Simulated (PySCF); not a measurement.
SMILES c1c(/C=C\S)cccc1 (C₈H₈S), GFN2-xTB optimised geometry.

```
17

S     -3.07    -1.03     1.95
C     -2.25    -1.99     0.73
C     -1.18    -1.66     0.01
C     -0.47    -0.39     0.00
C     -1.14     0.84    -0.04
C     -0.43     2.02    -0.05
C      0.96     2.01    -0.02
C      1.63     0.80     0.00
C      0.93    -0.39     0.00
H     -2.18    -0.04     1.99
H     -2.71    -2.96     0.64
H     -0.77    -2.43    -0.63
H     -2.21     0.86    -0.11
H     -0.96     2.96    -0.09
H      1.51     2.94    -0.02
H      2.71     0.78     0.01
H      1.45    -1.33     0.01
```

Density from B3LYP/def2-SVP in PySCF at that geometry.

Minimum of the electron density along straight lines between bonded atoms, close to the bond critical point (lines longer than 1.1 times the sum of covalent radii, or with two minima, are not listed):

| bond | length / Å | ρ at the minimum / e bohr⁻³ | ∇²ρ there / e bohr⁻⁵ | position (fraction from the first atom) |
|---|---|---|---|---|
| S1–C2 | 1.751 | 0.203 | -0.43 | 0.53 |
| C2–C3 | 1.332 | [?] | -0.88 | 0.51 |
| C3–C4 | 1.462 | 0.274 | [?] | 0.50 |
| C4–C5 | 1.395 | 0.308 | -0.78 | 0.50 |
| C5–C6 | 1.383 | 0.315 | -0.82 | 0.50 |
| C6–C7 | 1.384 | 0.315 | -0.82 | 0.50 |
| C7–C8 | 1.386 | 0.314 | -0.81 | 0.50 |
| C4–C9 | 1.395 | 0.309 | -0.79 | 0.50 |
| C8–C9 | 1.381 | 0.316 | -0.82 | 0.50 |
| S1–H10 | 1.333 | 0.220 | [?] | 0.50 |
| C2–H11 | 1.079 | 0.285 | -1.11 | 0.64 |
| C3–H12 | 1.083 | 0.280 | -1.04 | 0.63 |
| C5–H13 | 1.081 | 0.285 | -1.09 | 0.63 |
| C6–H14 | 1.080 | 0.284 | -1.08 | 0.63 |
| C7–H15 | 1.080 | 0.284 | -1.08 | 0.63 |
| C8–H16 | 1.080 | 0.284 | -1.08 | 0.63 |
| C9–H17 | 1.081 | 0.284 | -1.08 | 0.63 |

Question: What belongs in the gaps?

Answer: 
- C2–C3, ρ at the minimum / e bohr⁻³: 0.337
- C3–C4, ∇²ρ there / e bohr⁻⁵: -0.67
- S1–H10, ∇²ρ there / e bohr⁻⁵: -0.31
